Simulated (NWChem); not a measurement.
A series in which one site is exchanged, each optimised at PBE0/def2-SVP with NWChem, gas phase unless a solvent is named. Some are not confirmed as minima by frequencies. def2 effective core potentials on I; no spin-orbit coupling.

A: Fc1ccco1 (C₄H₃FO; site = H)
B: o1c(c(cc1)F)F (C$_{4}$H$_{2}$F$_{2}$O; site = F)
C: c1(I)c(occ1)F (C$_{4}$H$_{2}$FIO; site = I)
D: c1(F)occc1Cl (C4H2ClFO; site = Cl)

**Question.** Rank them by lowest singlet excitation, PBE/def2-SVPD, TDA (eV), lowest first.

**Answer.** C (3.94), D (5.41), B (5.64), A (5.90)
